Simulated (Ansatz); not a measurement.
Mulliken charges of `Cl[B]1[NH][GaH]1` from PBE/def2-TZVPP in Ansatz (PBE0-D4/def2-TZVP geometry).

| atom | x (Å) | y (Å) | z (Å) | charge (e) |
| --- | --- | --- | --- | --- |
| Cl1 | 0.825 | -2.388 | 0.814 | -0.132 |
| B2 | 0.193 | -0.838 | 0.325 | 0.233 |
| N3 | 0.622 | 0.227 | -0.423 | -0.256 |
| Ga4 | -1.167 | 0.616 | 0.234 | 0.010 |
| H5 | 1.492 | 0.382 | -0.919 | 0.146 |
| H6 | -1.923 | 1.936 | -0.078 | -0.001 |

Question: By hand: the dipole of these point charges (1 e Å = 4.8032 D).

Answer: Σ q r = (-0.015, 0.122, -0.055) e Å, of length 0.135 e Å = 0.65 D.

Question: How does the dipole of the full density compare? (An estimate is asked.)

Answer: The calculation gave: (-0.067, 0.315, -0.129) e Å, 1.67 D; the point charges give 0.39 times that, at 5° from its direction.

Point charges leave out the atoms' own dipoles, such as those of lone pairs, and Mulliken's split depends on the basis, so the two needn't agree.
